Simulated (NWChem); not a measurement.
Atomisation of H4AsSi

```xyz
6

Si    -1.4415    -0.5646     0.0448
As     0.7455     0.3405    -0.0258
H     -1.6489    -1.3550     1.2985
H     -2.4329     0.5523     0.0081
H     -1.6806    -1.4619    -1.1289
H      1.3421    -1.0680     0.0454
```
Charge 0, spin multiplicity 2.

Everything below was run with NWChem. The geometry was optimised at UPBE0/def2-SVP, a minimum by its harmonic frequencies.

Basis set: def2-TZVP. The atomisation energy is electronic alone: no zero-point, thermal, spin-orbit or counterpoise terms. No value is extrapolated to the basis-set limit. Free atoms are single determinants with multiplicities Si 3, As 4, H 2.

The Hamiltonian is non-relativistic. B3LYP has NWChem's definition, with VWN1-RPA local correlation. The structure started from a generated list of species. The stability of the SCF solutions was not checked.

Question: Order these methods by the atomisation energy they give, lowest first: BHandHLYP, PBE, B3LYP, PBE0, TPSS.

Answer: PBE0 (352.6 kcal/mol), PBE (354.0 kcal/mol), BHandHLYP (354.9 kcal/mol), B3LYP (359.0 kcal/mol), TPSS (370.0 kcal/mol)
